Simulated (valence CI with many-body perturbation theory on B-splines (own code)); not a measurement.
The numbers below are computed, except where a source is named.
From CI to CI+MBPT in Ta⁵⁷⁺

Level of theory: relativistic CI+MBPT: six valence electrons over a frozen Dirac-Fock core [Ne], a basis of 9 s, 9 p, 8 d, 6 f, 3 g, 1 h functions for each j, with the one-electron correlation potential Σ1 (screened to all orders), the two-electron term Σ2, the three-electron term Σ3, Breit, model QED; selected single and double excitations, second order for the rest, scaled by the run's own slope (own B-spline code, finite nucleus).

No measured spectrum was set against this ion. As an estimate, large intervals hold to a few tenths of a per cent, small ones and those within an open d or f shell to about a per cent. Among the levels kept, up to 960 cm⁻¹ of a level comes from second order outside the variational space, and about a tenth of that is noise between levels of different J, which matters for small intervals.

Each rung adds one term. CI alone is the Dirac-Coulomb CI over the frozen core; QED comes last and gives the full result, which names the levels. Energies are above (3s^2 3p1/2^2 3p3/2^2) J=2 on the same rung, in × 10³ cm⁻¹.

Levels are named by their leading jj configuration (3d3/2^4 stands for four electrons in 3d with j = 3/2), which in mixed levels can hold well under half, so a name can repeat and another be missing. Letters in brackets count levels of one name in rising energy.

```csv
Level,CI alone,Σ1,Σ2,Σ3,Breit,QED,Full
(3s^2 3p1/2^2 3p3/2^2) J=0,153.48,+0.01,-0.07,-0.43,+3.63,-0.08,156.55
(3s^2 3p1/2^2 3p3/2 3d3/2) J=2,1878.9,-1.98,-2.95,-1.67,-5.81,-6.50,1860.0
(3s^2 3p1/2^2 3p3/2 3d3/2) J=1,1945.3,-1.97,-3.07,-1.87,-4.95,-6.59,1926.8
(3s^2 3p1/2^2 3p3/2 3d3/2) J=0,1942.8,-1.97,-2.51,-1.76,-0.83,-6.54,1929.2
(3s^2 3p1/2^2 3p3/2 3d3/2) J=3,1954.5,-1.95,-2.84,-2.04,-9.76,-6.45,1931.4
(3s^2 3p1/2^2 3p3/2 3d5/2) J=4,2536.9,-0.73,-2.48,-2.02,-26.28,-4.84,2500.6
(3s^2 3p1/2^2 3p3/2 3d5/2) J=2,2585.6,-0.74,-3.60,-2.12,-22.82,-5.14,2551.2
(3s^2 3p1/2 3p3/2^3) J=1,2643.5,+1.44,+1.89,-0.03,-29.66,+3.03,2620.2
(3s^2 3p1/2 3p3/2^3) J=2,2724.0,+1.45,+1.42,-0.27,-33.18,+3.05,2696.5
(3s^2 3p1/2^2 3p3/2 3d5/2) J=3,2742.3,-0.77,-5.36,-3.36,-24.52,-4.91,2703.4
(3s^2 3p1/2^2 3p3/2 3d5/2) J=1,2825.4,-0.73,-4.42,-3.72,-19.22,-4.95,2792.4
(3s^2 3p1/2^2 3d3/2^2) J=2,3836.6,-3.94,-5.56,-3.68,-11.62,-13.02,3798.7
(3s^2 3p1/2^2 3d3/2^2) J=0,4021.0,-3.88,-5.02,-4.22,-5.20,-13.03,3989.7
(3s 3p1/2^2 3p3/2^3) J=2,4108.7,-0.63,-0.94,+1.13,-8.42,-26.80,4073.1
(3s 3p1/2^2 3p3/2^3) J=1,4274.3,-0.60,-1.67,+0.60,-14.09,-20.07,4238.4
(3s^2 3p1/2 3p3/2^2 3d3/2) J=2 [a],4449.5,-0.52,-1.07,-1.22,-39.14,-3.41,4404.2
(3s^2 3p1/2 3p3/2^2 3d3/2) J=0,4458.9,-0.53,-0.93,-1.26,-37.37,-3.53,4415.3
(3s^2 3p1/2 3p3/2^2 3d3/2) J=1 [a],4468.1,-0.54,-1.63,-1.16,-33.90,-6.48,4424.4
(3s^2 3p1/2 3p3/2^2 3d3/2) J=3 [a],4518.7,-0.51,-1.13,-1.56,-44.23,-3.36,4467.9
(3s^2 3p1/2^2 3d3/2 3d5/2) J=3,4525.5,-2.71,-6.53,-4.20,-29.92,-11.52,4470.6
(3s^2 3p1/2 3p3/2^2 3d3/2) J=4,4589.3,-0.52,-1.05,-1.95,-48.82,-3.37,4533.6
(3s^2 3p1/2^2 3d3/2 3d5/2) J=2,4612.8,-2.70,-6.88,-4.38,-28.61,-11.47,4558.8
(3s^2 3p1/2^2 3d3/2 3d5/2) J=1,4643.3,-2.69,-6.84,-4.37,-22.05,-11.62,4595.7
(3s^2 3p1/2^2 3d3/2 3d5/2) J=4,4662.0,-2.68,-6.72,-4.74,-36.70,-11.55,4599.6
(3s^2 3p1/2 3p3/2^2 3d3/2) J=2 [b],4685.4,-0.51,-1.91,-2.08,-39.21,-3.70,4638.0
(3s^2 3p1/2 3p3/2^2 3d3/2) J=3 [b],4803.2,-0.51,-4.55,-3.16,-42.22,-3.46,4749.3
(3s^2 3p1/2 3p3/2^2 3d3/2) J=2 [c],4855.5,-0.53,-5.84,-3.09,-35.94,-5.96,4804.1
(3s^2 3p1/2 3p3/2^2 3d3/2) J=1 [b],4896.4,-0.51,-6.32,-2.93,-33.25,-6.72,4846.7
(3s^2 3p1/2 3p3/2^2 3d3/2) J=1 [c],5000.2,-0.54,-6.98,-3.56,-31.98,-7.03,4950.1
(3s^2 3p1/2 3p3/2^2 3d5/2) J=3 [a],5069.6,+0.70,-0.91,-1.45,-54.54,-1.78,5011.6
(3s^2 3p1/2 3p3/2^2 3d5/2) J=4 [a],5073.7,+0.70,-0.67,-1.59,-56.11,-1.76,5014.3
```

The middle columns are the shifts that each term adds.

(1) How does the ionisation energy move along the ladder, and which term matters most?

Results:

(1) CI alone 5793.1, + Σ1 5794.0, + Σ2 5794.3, + Σ3 5793.5, + Breit 5788.5, + QED 5788.0 eV. The largest step is Breit, -5.0 eV. NIST lists 5785 ± 6 eV (theoretical).
